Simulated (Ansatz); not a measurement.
Cost and result for the atomization energy of C₄H₇FSi (`C=C1CC1(F)[SiH3]`) (13 atoms, 13 bonds).

```tsv
atom	x (Å)	y (Å)	z (Å)
C1	1.727	1.326	0.070
C2	0.892	0.343	0.327
C3	0.272	-0.564	1.287
C4	0.002	-0.678	-0.212
F5	0.597	-1.750	-0.848
Si6	-1.681	-0.239	-0.917
H7	1.927	1.637	-0.950
H8	2.249	1.846	0.866
H9	-0.534	-0.232	1.936
H10	0.907	-1.339	1.708
H11	-2.574	-1.425	-0.869
H12	-2.240	0.850	-0.076
H13	-1.546	0.224	-2.322
```

Total charge 0; spin multiplicity 1. The geometry is a stationary point of PBE0-D4/def2-TZVP. Program: Ansatz. All runs use 4 threads of an Arm Neoverse V2 on a shared host. Times are those of one run each, without the atoms' runs, and a repeat can differ threefold. Electronic energies, without spin–orbit coupling; frozen cores. CCSD(T)/CBS adds CCSD(T) − MP2 in def2-TZVPP to the MP2 limit, and its time is that of the two runs behind it. T1 = 0.012. B3LYP takes the VWN-RPA correlation (the form of Gaussian; ORCA's B3LYP/G).

CCSD(T)/CBS is a level of theory with its own doubt, some kJ/mol a heavy atom from the limit and from the frozen cores, so smaller differences don't rank the functionals.

```
                             level  functions  wall time
   PBE-D4/def2-TZVPP (with forces)        295        3 s
                PBE0-D4/def2-TZVPP        295      3.7 s
r2SCAN-D4/def2-TZVPP (with forces)        295        6 s
 B3LYP-D4/def2-TZVPP (with forces)        295        6 s
                 B2PLYP/def2-TZVPP        295        7 s
                ωB97X-V/def2-TZVPP        295      9.5 s
  ωB97M-V/def2-TZVPP (with forces)        295       14 s
                    MP2/def2-QZVPP        565       35 s
                CCSD(T)/def2-TZVPP        295     14 min
                 CCSD(T)/CBS(def2)          –     15 min
```

Problem. What atomization energy does each give, and how far from CCSD(T)/CBS? (Estimate.)

Solution. Computed: 
```csv
level,atomization (kcal/mol),difference from CCSD(T)/CBS,per bond
PBE-D4/def2-TZVPP (with forces),1240.5,35.1,2.7
PBE0-D4/def2-TZVPP,1218.0,12.6,1.0
r2SCAN-D4/def2-TZVPP (with forces),1214.0,8.6,0.7
B3LYP-D4/def2-TZVPP (with forces),1208.5,3.1,0.2
B2PLYP/def2-TZVPP,1195.1,-10.3,-0.8
ωB97X-V/def2-TZVPP,1212.8,7.4,0.6
ωB97M-V/def2-TZVPP (with forces),1211.9,6.5,0.5
MP2/def2-QZVPP,1214.9,9.5,0.7
CCSD(T)/def2-TZVPP,1175.6,-29.8,-2.3
CCSD(T)/CBS(def2),1205.4,0.0,0.0
```

In def2-TZVPP, CCSD(T) changes the Hartree–Fock value by +291.2 kcal/mol (the triples alone add +19.1 kcal/mol) and MP2 by +312.9 kcal/mol; breaking electron pairs costs correlation energy, which Hartree–Fock lacks. The D4 term adds +10.7 kcal/mol with B3LYP and +5.7 kcal/mol with PBE0; it sums over pairs of atoms, weighted by their polarisabilities, and B3LYP, whose exchange is more repulsive, gets the larger term. From PBE to PBE0 (25 % exact exchange), in def2-TZVPP and without D4, the atomization energy moves by −21.5 kcal/mol: exact exchange takes away binding that semilocal exchange gives to molecules.
